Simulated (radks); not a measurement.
The numbers below are computed, except where a source is named.
Isoelectronic series with 20 electrons, each ion in its NIST ground configuration. Level of theory: non-relativistic Kohn-Sham, PBE, spin-polarised, spherical densities, point nucleus; open shells are filled with parallel spins first (a radial shooting solver on a logarithmic mesh with Libxc functionals). Total energies (hartree) and orbital eigenvalues (Ry) (* marks an orbital that is empty in some or all of the ions):

ion    configuration  E (hartree)        4s*         3p         3s         2p
Ca          [Ar] 4s2   -677.34882   -0.27586   -2.06230   -3.43137  -24.58205
Ti2+        [Ar] 3d2   -848.35128   -1.26091   -4.07269   -5.76575  -33.76136
Cr4+        [Ar] 3d2  -1040.31002   -3.00393   -7.67022   -9.73850  -45.74073
Fe6+        [Ar] 3d2  -1252.85800   -5.31383  -12.26176  -14.71427  -59.85712
Ni8+        [Ar] 3d2  -1485.93702   -8.15913  -17.78992  -20.63055  -76.04102
Zn10+       [Ar] 3d2  -1739.51884  -11.52656  -24.23515  -27.46602  -94.26657
Ge12+       [Ar] 3d2  -2013.58698  -15.40906  -31.58791  -35.21033  -114.5205
Se14+       [Ar] 3d2  -2308.13086  -19.80235  -39.84274  -43.85757  -136.7948
